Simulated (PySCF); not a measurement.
PySCF job for Si(OH)(NH2) (H3NOSi), SMILES N[Si]O (connectivity only; charge and spin as stated), neutral, multiplicity 1, r2SCAN-D4/def2-TZVP. Geometry: r2SCAN-D4/def2-TZVP. One conformer was computed; it need not be the lowest.

```python
import numpy as np
from pyscf import gto, scf, dft, df
from pyscf.hessian import thermo

mol = gto.M(
    atom='''
    Si    0.64233139   -0.06077586    0.00000000
    O    -0.42177317   -1.33299706    0.00000000
    H    -1.37487510   -1.18618529    0.00000000
    N    -0.40151346    1.30541848    0.00000000
    H    -1.41386377    1.32280207    0.00000000
    H    -0.01912108    2.24029239    0.00000000
    ''',
    basis='def2-TZVP',
    charge=0,
    spin=0,
    max_memory=1600,
    verbose=3,
)
mf = dft.RKS(mol, xc='r2scan').density_fit(auxbasis='def2-universal-jkfit')
mf.disp = 'd4'
mf.grids.level = 4
mf.conv_tol = 1e-11
mf.max_cycle = 100
mf.kernel()

# [left out here: the lines that compute and print the analytic Hessian (its translational invariance restored by hand, since the grid's response is missing), thermochemistry and intensities]
```

Log of the run:

```
converged SCF energy = -421.293499900294

WARN: MGGA Hessian is sensitive to dft grids. grids.level 4 may not be dense enough.


WARN: DFTD4 does not support analytical Hessian, using finite difference.


WARN: Mole.unit (angstrom) is changed to Bohr

Mode                                 0                   1                   2
Irrep
Freq [cm^-1]                      317.7825            351.1328            463.5031
Reduced mass [au]                   2.8137              1.0450              1.3029
Force const [Dyne/A]                0.1674              0.0759              0.1649
Char temp [K]                     457.2182            505.2019            666.8778
Normal mode                   x     y     z       x     y     z       x     y     z
       0  Si                 0.08 -0.01 -0.00   -0.00  0.00 -0.00   -0.00 -0.00 -0.03
       1   O                -0.07  0.11  0.00    0.00 -0.00  0.05    0.00  0.00  0.03
       2   H                -0.04  0.32 -0.00    0.00 -0.00 -0.79   -0.00 -0.00 -0.33
       3   N                -0.05 -0.11 -0.00    0.00  0.00 -0.01    0.00  0.00  0.12
       4   H                -0.06 -0.36  0.00    0.00  0.00  0.55    0.00 -0.00 -0.66
       5   H                -0.28 -0.02 -0.00    0.00  0.00 -0.19   -0.00  0.00 -0.45
Mode                                 3                   4                   5
Irrep
Freq [cm^-1]                      502.4881            689.8654            763.1467
Reduced mass [au]                   1.1283              1.1487              2.4706
Force const [Dyne/A]                0.1679              0.3221              0.8478
Char temp [K]                     722.9685            992.5627           1097.9982
Normal mode                   x     y     z       x     y     z       x     y     z
       0  Si                 0.00 -0.00 -0.03   -0.01 -0.00  0.00    0.05 -0.00 -0.00
       1   O                 0.00  0.00  0.07   -0.02  0.01 -0.00   -0.04 -0.14  0.00
       2   H                -0.00 -0.00 -0.35   -0.11 -0.58  0.00    0.04  0.47 -0.00
       3   N                -0.00 -0.00 -0.02    0.07  0.06 -0.00   -0.03  0.12  0.00
       4   H                -0.00 -0.00 -0.33    0.06 -0.52  0.00   -0.03 -0.11 -0.00
       5   H                -0.00  0.00  0.80   -0.42  0.25  0.00   -0.28  0.23  0.00
Mode                                 6                   7                   8
Irrep
Freq [cm^-1]                      840.3173            893.6670           1577.3395
Reduced mass [au]                   7.1947              2.3542              1.1229
Force const [Dyne/A]                2.9933              1.1077              1.6461
Char temp [K]                    1209.0295           1285.7878           2269.4404
Normal mode                   x     y     z       x     y     z       x     y     z
       0  Si                -0.03  0.12 -0.00    0.10  0.04 -0.00   -0.00  0.00 -0.00
       1   O                -0.05 -0.09  0.00   -0.11 -0.05  0.00   -0.00 -0.00  0.00
       2   H                -0.03  0.13 -0.00   -0.17 -0.50  0.00   -0.00 -0.02 -0.00
       3   N                 0.10 -0.11  0.00   -0.07  0.00  0.00    0.05 -0.07 -0.00
       4   H                 0.11 -0.21 -0.00   -0.06  0.28 -0.00    0.04  0.65 -0.00
       5   H                 0.08 -0.11  0.00    0.17 -0.09  0.00   -0.64  0.23  0.00
Mode                                 9                  10                  11
Irrep
Freq [cm^-1]                     3513.8158           3630.2964           3786.7921
Reduced mass [au]                   1.0515              1.0936              1.0665
Force const [Dyne/A]                7.6494              8.4919              9.0108
Char temp [K]                    5055.5986           5223.1882           5448.3508
Normal mode                   x     y     z       x     y     z       x     y     z
       0  Si                -0.00  0.00 -0.00    0.00  0.00 -0.00   -0.00  0.00 -0.00
       1   O                 0.00  0.00 -0.00   -0.00 -0.00  0.00   -0.06  0.01  0.00
       2   H                -0.01 -0.00  0.00   -0.00 -0.00  0.00    0.96 -0.13 -0.00
       3   N                 0.04 -0.03  0.00    0.06  0.05 -0.00    0.00  0.00  0.00
       4   H                -0.83 -0.01 -0.00   -0.49  0.02 -0.00   -0.01 -0.00  0.00
       5   H                 0.21  0.47 -0.00   -0.30 -0.76  0.00    0.00  0.01 -0.00
temperature 298.1500 [K]
pressure 101325.00 [Pa]
Rotational constants [GHz] 24.68010 8.34567 6.23670
Symmetry number 1
Zero-point energy (ZPE) 0.03948 [Eh]   103657.297 [J/mol]
                           tot       elec      trans        rot        vib
Entropy [J/mol/K]       276.429      0.000    160.039     96.404     19.986
Cv [J/mol/K]             60.518      0.000     12.472     12.472     35.575
Cp [J/mol/K]             68.833      0.000     20.786     12.472     35.575
Internal energy [J/mol]                      3718.434   3718.434 107769.221
Internal energy [Eh]   -421.24962  -421.29350
Enthalpy [J/mol]                             6197.391   3718.434 107769.221
Enthalpy [Eh]          -421.24868
Gibbs free energy [J/mol]                  -41518.194 -25024.398 101810.297
Gibbs free energy [Eh] -421.28007
static polarisability / bohr^3: [[43.357 -1.918  0.   ]
 [-1.917 46.507  0.   ]
 [ 0.     0.    33.917]]
largest difference of analytic and finite-field dipole derivatives / e: 0.002211442703769606
mode   freq/cm-1   IR/(km/mol)   Raman/(A^4/amu)   depolarisation
   1      317.78        11.578             2.595            0.454
   2      351.13        24.547             0.256            0.750
   3      463.50       296.318             1.098            0.750
   4      502.49         2.787             2.043            0.750
   5      689.87        54.410             6.496            0.515
   6      763.15        65.720             5.051            0.407
   7      840.32       178.577             8.922            0.648
   8      893.67        53.659             3.272            0.749
   9     1577.34        60.052             4.758            0.730
  10     3513.82         3.349           262.368            0.175
  11     3630.30        26.464            79.544            0.744
  12     3786.79         8.950           239.861            0.289
max |gradient| / (hartree/bohr): 0.0002068668082964409
APT charges: [ 0.8369 -0.7217  0.2339 -0.6806  0.1461  0.1867]
```

The calculation finished and met its thresholds.

Cost: around 6 core-minutes (rough).
